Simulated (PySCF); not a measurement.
indium atom (In), doublet (core potentials on In); PySCF with PBE0/def2-TZVP.

PySCF was given this input:
```python
from pyscf import gto, scf, dft

mol = gto.Mole()
mol.atom = '''
    In    0.000000    0.000000    0.000000
'''
mol.basis = 'def2-tzvp'
mol.ecp = {'In': 'def2-tzvp'}
mol.charge = 0
mol.spin = 1
mol.verbose = 4
mol.build()

mf = dft.UKS(mol)
mf.xc = 'pbe0'
mf.kernel()
```

It wrote (shortened):

```
PySCF version 2.14.0

[INPUT] verbose = 4
[INPUT] num. atoms = 1
[INPUT] num. electrons = 21
[INPUT] charge = 0
[INPUT] spin (= nelec alpha-beta = 2S) = 1
[INPUT] symmetry False subgroup None
[INPUT] Mole.unit = angstrom
[INPUT] Symbol           X                Y                Z      unit          X                Y                Z       unit  Magmom
[INPUT]  1 In     0.000000000000   0.000000000000   0.000000000000 AA    0.000000000000   0.000000000000   0.000000000000 Bohr   0.0

nuclear repulsion = 0
number of shells = 16
number of NR pGTOs = 91
number of NR cGTOs = 50
basis = def2-tzvp
ecp = {'In': 'def2-tzvp'}

******** <class 'pyscf.dft.uks.UKS'> ********
method = UKS
initial guess = minao
damping factor = 0
level_shift factor = 0
DIIS = <class 'pyscf.scf.diis.CDIIS'>
diis_start_cycle = 1
diis_space = 8
diis_damp = 0
SCF conv_tol = 1e-09
SCF conv_tol_grad = None
SCF max_cycles = 50
direct_scf = True
direct_scf_tol = 1e-13
number electrons alpha = 11  beta = 10
XC library pyscf.dft.libxc version 7.1.2
    S. Lehtola, C. Steigemann, M. J. T. Oliveira, and M. A. L. Marques,  SoftwareX 7, 1–5 (2018)
XC functionals = pbe0
    C. Adamo and V. Barone,  J. Chem. Phys. 110, 6158 (1999)
    M. Ernzerhof and G. E. Scuseria,  J. Chem. Phys. 110, 5029 (1999)
radial grids:
    Treutler-Ahlrichs [JCP 102, 346 (1995); DOI:10.1063/1.469408] (M4) radial grids

becke partition: Becke, JCP 88, 2547 (1988); DOI:10.1063/1.454033
pruning grids: <function nwchem_prune>
grids dens level: 3
symmetrized grids: False
atomic radii adjust function: <function treutler_atomic_radii_adjust>
small_rho_cutoff = 0
Set gradient conv threshold to 3.16228e-05
tot grids = 21880
init E= -157.443171945803

cycle= 1 E= -189.536385123163  delta_E= -32.1  |g|= 1.23  |ddm|= 30.8
cycle= 2 E= -189.457719296313  delta_E= 0.0787  |g|= 1.54  |ddm|= 5.46
cycle= 3 E= -190.113340699328  delta_E= -0.656  |g|= 0.0416  |ddm|= 1.93
cycle= 4 E= -190.113976554592  delta_E= -0.000636  |g|= 0.00367  |ddm|= 0.0651
cycle= 5 E= -190.113986395085  delta_E= -9.84e-06  |g|= 0.000645  |ddm|= 0.0182
cycle= 6 E= -190.113986764072  delta_E= -3.69e-07  |g|= 4.4e-05  |ddm|= 0.00318
cycle= 7 E= -190.113986766802  delta_E= -2.73e-09  |g|= 3.66e-06  |ddm|= 0.000366
cycle= 8 E= -190.113986766827  delta_E= -2.5e-11  |g|= 3.72e-07  |ddm|= 2.74e-05
Extra cycle  E= -190.113986766828  delta_E= -5.68e-13  |g|= 1.09e-07  |ddm|= 2.17e-06
converged SCF energy = -190.113986766828  <S^2> = 0.75324233  2S+1 = 2.0032397
```
